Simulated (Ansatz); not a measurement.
A structure relaxed at r2SCAN-D4/def2-TZVP in Ansatz, charge 1, singlet:

```xyz
3

Nb    1.197    0.163   -0.539
S    -0.494   -1.103    0.191
S    -0.702    0.940    0.347
```

Give its formula and point group.

NbS₂⁺ (the lowest singlet isomer of a short search). Point group C2v (tolerance 0.1 Å).

Summarise the bond lengths by kind (pairs closer than 1.2 times the sum of covalent radii, bridged metal pairs left out).

2 × Nb–S 2.23 Å; 1 × S–S 2.06 Å. The metal has 2 neighbours: S 2.23 Å, S 2.23 Å.

In the def2 sets Nb takes a core potential; there is no spin–orbit coupling. The restricted singlet is unstable: a solution with broken spin symmetry lies lower. The relaxation made no stability test and no search for a lower SCF solution. At r2SCAN-D4/def2-TZVP a triplet of charge 1 lies 1.34 eV below the restricted singlet, each at its own geometry. The structure comes from a short search, and lower isomers may exist.
